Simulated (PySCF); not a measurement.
Level of theory: B3LYP-D3(BJ)/def2-TZVP (PySCF). All species are isolated molecules in the gas phase. One relaxed conformer stands for a flexible species; it need not be the lowest. B3LYP has the VWN-RPA correlation part, as in Gaussian. 

Reference species (SMILES): `C1CC1C#C` (neutral, multiplicity 1).

```json
{
  "HOMO": "-6.97 eV",
  "HOMO–LUMO gap": "7.60 eV"
}
```

Changed species: `C=C=CC=C`.

Task: What does the change do to the HOMO and HOMO–LUMO gap?

Result: the HOMO goes up by 0.48 eV, to -6.49 eV; the HOMO–LUMO gap falls by 2.02 eV, to 5.58 eV.
